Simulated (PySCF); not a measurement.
Structure with atom numbers: `[CH3:1][C:2]#[C:3][c:4]1[cH:5][cH:6][cH:7][o:8]1`; H(Xn) means a hydrogen on atom n.

PySCF calculation with structure optimised with PBE0-D3(BJ)/def2-SVP and shieldings: GIAO KT2/pcSseg-1; gas phase, a single conformation, one averaged value for each set of equivalent atoms, relativity neglected.

Referencing at the same level of theory: $^{13}$C and $^{1}$H vs TMS; H2O for $^{17}$O.

```json
{"atoms": "C4", "nucleus": "$^{13}$C", "count": "1", "δ (ppm)": "132.0"}
{"atoms": "C5", "nucleus": "$^{13}$C", "count": "1", "δ (ppm)": "?"}
{"atoms": "H(C5)", "nucleus": "$^{1}$H", "count": "1", "δ (ppm)": "6.46"}
{"atoms": "O8", "nucleus": "$^{17}$O", "count": "1", "δ (ppm)": "?"}
{"atoms": "C2", "nucleus": "$^{13}$C", "count": "1", "δ (ppm)": "?"}
{"atoms": "C6", "nucleus": "$^{13}$C", "count": "1", "δ (ppm)": "106.9"}
{"atoms": "C1", "nucleus": "$^{13}$C", "count": "1", "δ (ppm)": "?"}
{"atoms": "C7", "nucleus": "$^{13}$C", "count": "1", "δ (ppm)": "136.2"}
{"atoms": "H(C1)", "nucleus": "$^{1}$H", "count": "3", "δ (ppm)": "2.27"}
{"atoms": "C3", "nucleus": "$^{13}$C", "count": "1", "δ (ppm)": "71.1"}
{"atoms": "H(C7)", "nucleus": "$^{1}$H", "count": "1", "δ (ppm)": "7.16"}
{"atoms": "H(C6)", "nucleus": "$^{1}$H", "count": "1", "δ (ppm)": "6.31"}
```

Fill in the missing shifts.

Answers


- C5: 111.5 ppm, aromatic CH
- C2: 90.5 ppm, alkyne carbon; the triple bond shields along its axis, which puts it between sp3 and sp2 carbons
- C1: 6.7 ppm, propargylic methyl carbon; saturated and bonded to C and H only
- O8: 307.9 ppm, aromatic ring oxygen

Shifts are as computed. Against solution values, carbons near 30 ppm lie about +2 ppm off and those near 130 ppm about -5 ppm. Of 1211 compounds with measured shifts, 218 miss one by over three times the rms of a fit or turn the order of signals round; such compounds aren't used in these exercises. Unscaled 17O shifts of doubly bonded oxygen tend to come out too high, by tens of ppm or more. Experimental scales use liquid or dissolved standards, which lie at an offset from isolated H2O (liquid H2O: subtract about 36 ppm).
